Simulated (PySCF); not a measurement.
Species: C₈H₈FO (charge -1).
SMILES with atom numbers: `[CH3:1][CH2:2][c:3]1[c:4]([O-:5])[cH:6][cH:7][cH:8][c:9]1[F:10]` (hydrogens: H11, H12, H13 on C1; H14, H15 on C2; H16 on C6; H17 on C7; H18 on C8)

All values: PBE0/pcSseg-1 (PySCF, non-relativistic), on one gas-phase PBE0-D3(BJ)/def2-SVP geometry that isn't relaxed in the solvent. The solvent is an IEF-PCM continuum (Bondi radii, 1.10 Å for H, scaled by 1.2). Specific hydrogen bonds and non-electrostatic terms are outside this model.

Gas phase at PBE0/pcSseg-1: HOMO -0.62 eV, LUMO 4.58 eV.

Problem. What does the continuum do to the energy and the frontier levels at PBE0/pcSseg-1 in water?

Solution. 
```json
{"solvent": "water", "ε": "78.36", "E(solvent) − E(gas) (kJ/mol)": "-227.47", "polarisation term (kJ/mol)": "-239.28", "distortion of the solute (kJ/mol)": "11.81", "HOMO (eV)": "-4.86", "LUMO (eV)": "0.59"}
```

Polarisation term: ½ Σ q·V over the induced surface charges. Distortion: the rise of the solute's own energy as its density leaves the gas-phase optimum.

Problem. Which radius a makes Born's formula ΔE = −(q²/2a)(1 − 1/ε) give the value in water?

Solution. a = q²(1 − 1/ε)/(2|ΔE|) = 3.01 Å, with q = -1 e and |ΔE| = 0.0866 Eh; the farthest nucleus lies 3.70 Å from the centroid of the nuclei. The formula assumes a point charge at the centre of a sphere.

Problem. Which Hirshfeld charges (PBE0/pcSseg-1) respond most in water (means over atoms taken as equivalent)?

Solution. 
| atoms | environment | gas (e) | solvent (e) | change |
| --- | --- | --- | --- | --- |
| O5 | aryloxide oxygen | -0.401 | -0.451 | -0.050 |
| H17 | aromatic hydrogen | +0.017 | +0.039 | +0.022 |
| C4 | aromatic carbon bearing oxygen | +0.048 | +0.027 | -0.021 |
| H18 | aromatic hydrogen | +0.011 | +0.031 | +0.020 |
| C6 | aromatic CH carbon | -0.137 | -0.150 | -0.013 |
| C8 | aromatic CH carbon | -0.163 | -0.154 | +0.009 |
| C3 | substituted aromatic carbon | -0.075 | -0.082 | -0.007 |
| H11/H12/H13 | methyl hydrogen | +0.019 | +0.026 | +0.007 |
| H16 | aromatic hydrogen | +0.007 | +0.013 | +0.006 |
| F10 | aryl fluorine | -0.121 | -0.116 | +0.005 |
| H14/H15 | methylene hydrogen | +0.014 | +0.019 | +0.005 |
| C7 | aromatic CH carbon | -0.096 | -0.092 | +0.004 |

Problem. Which Mayer bond orders change most in water?

Solution. 
```json
{"bond": "C4–O5", "length (Å)": "1.256", "gas": "1.704", "solvent": "1.652", "change": "-0.052"}
{"bond": "C4–C6", "length (Å)": "1.445", "gas": "1.253", "solvent": "1.279", "change": "+0.026"}
{"bond": "C3–C4", "length (Å)": "1.457", "gas": "1.100", "solvent": "1.122", "change": "+0.022"}
{"bond": "C7–C8", "length (Å)": "1.402", "gas": "1.351", "solvent": "1.372", "change": "+0.021"}
{"bond": "C2–C3", "length (Å)": "1.499", "gas": "1.093", "solvent": "1.077", "change": "-0.016"}
{"bond": "C6–C7", "length (Å)": "1.386", "gas": "1.492", "solvent": "1.479", "change": "-0.013"}
{"bond": "C9–C3", "length (Å)": "1.382", "gas": "1.420", "solvent": "1.409", "change": "-0.011"}
{"bond": "C9–F10", "length (Å)": "1.362", "gas": "0.833", "solvent": "0.843", "change": "+0.010"}
```

Problem. How do the nuclear quadrupole coupling constants eQVzz/h respond in water?

Solution. 
```tsv
nucleus	Q (barn)	gas (MHz)	solvent (MHz)	η gas	η solvent
17O at O5	-0.0256	8.81	8.34	0.57	0.72
```

Shape of the structure used: `[CH3:1][CH2:2][c:3]1[c:4]([O-:5])[cH:6][cH:7][cH:8][c:9]1[F:10]`: C1–C2–C3–C4 -73°.
